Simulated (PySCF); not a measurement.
Ag(F) anion (AgF), SMILES [F][Ag] (connectivity only; charge and spin as stated), charge -1, multiplicity 2.

The structure is a stationary point at r2SCAN-D4/def2-TZVPD. The spin state was assumed, not searched. The def2 effective core potentials stand for the cores of Ag; spin–orbit coupling is left out.

Calculation: CAM-B3LYP/def2-TZVPD (PySCF).

Gas-phase values at a fixed geometry.

### Question
Estimate the frontier levels, dipole moment and polarisability. (An estimate is asked for; the answer gives what the named calculation found.)

### Answer

```json
{
 "α spin, highest occupied and lowest empty level": "-0.59 and 4.92 eV",
 "β spin, highest occupied and lowest empty level": "-3.45 and 3.43 eV",
 "dipole_moment_about_the_centre_of_nuclear_charge": "2.52 D",
 "mean_static_polarisability": "83.3 bohr³ (12.34 Å³)",
 "polarisability_principal_values": "76.9, 86.4, 86.4 bohr³",
 "⟨S²⟩": "0.752 (pure state 0.75)"
}
```
